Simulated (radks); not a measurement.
Question: Sr3+, 35 electrons, occupied as [Ar] 3d10 4s2 4p5. Method: Dirac Kohn-Sham, PBEsol, spin-unpolarised, spherical densities, finite nucleus; open shells are shared between the two j in proportion to 2j + 1; Fermi nuclear charge, rms radius 4.224 fm; computed with a radial shooting solver on a logarithmic mesh with Libxc functionals. Some entries of the table are withheld. Estimate them.

orbital,occ.,eigenvalue (hartree),r(max) (bohr),<r> (bohr)
1s1/2,2,-586.1682,0.02554,0.03918
2s1/2,2,-80.33261,0.1453,0.1723
2p1/2,2,-73.22610,0.1137,0.1475
2p3/2,4,-70.71459,0.1172,0.1517
3s1/2,2,-13.35420,0.4362,0.4921
3p1/2,2,(1),0.4249,(2)
3p3/2,4,(3),0.4339,(4)
3d3/2,4,-5.85321,0.3746,(5)
3d5/2,6,-5.78578,0.3773,(6)
4s1/2,2,-2.53564,1.179,1.325
4p1/2,1.66667,-1.87557,1.284,1.472
4p3/2,3.33333,-1.82792,1.309,1.500

Answer: 
(1) 3p1/2 eigenvalue (hartree): -10.77346
(2) 3p1/2 <r> (bohr): 0.4913
(3) 3p3/2 eigenvalue (hartree): -10.38775
(4) 3p3/2 <r> (bohr): 0.5018
(5) 3d3/2 <r> (bohr): 0.4955
(6) 3d5/2 <r> (bohr): 0.4991
